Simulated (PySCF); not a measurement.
# A small calculation by hand: chemical shift, span and skew from a shielding tensor

C2H8N2Si, SMILES C/C=N/[SiH2]N. Atoms are numbered in the order given.

```xyz
13

C      2.5013    -1.3186     0.5320
C      1.3002    -0.4277     0.6664
N      0.5259    -0.1424    -0.2956
Si    -0.8930     0.8937    -0.1647
N     -2.3663     0.1326    -0.6516
H      2.4229    -2.1744     1.2252
H      2.5942    -1.6833    -0.5002
H      3.4162    -0.7694     0.8154
H      1.1407    -0.0289     1.6985
H     -1.0720     1.3413     1.2548
H     -0.6522     2.0437    -1.0765
H     -2.4875    -0.1290    -1.6261
H     -2.7867    -0.5663    -0.0455
```
Charge 0, spin multiplicity 1.

The structure is a stationary point at B3LYP-D3(BJ)/def2-SVP. The structure was generated by enumeration; whether it is a known compound was not checked. One conformer was computed; it need not be the lowest.

GIAO shieldings from PBE0/pcSseg-1 in PySCF, non-relativistic, no solvent. The symmetric part of the tensor of N5 has the principal values 228.3, 241.7, 257.3 ppm. The same nucleus in NH3 has σ = 267.4 ppm at this level (PySCF, at its B3LYP-D3(BJ)/def2-TZVP geometry).

Work out the isotropic shielding, the ¹⁵N shift against NH3, the span and the skew.


σ(iso) = (σ11 + σ22 + σ33)/3 = 242.4 ppm. δ = σ(ref) − σ(iso) = 267.4 − (242.4) = 25.0 ppm.
Span Ω = σ33 − σ11 = 29.0 ppm. Skew κ = 3(σ(iso) − σ22)/Ω = 0.08. Tumbling in solution averages the tensor to δ; in a static solid the shielding alone would spread this spin-1/2 line over Ω.
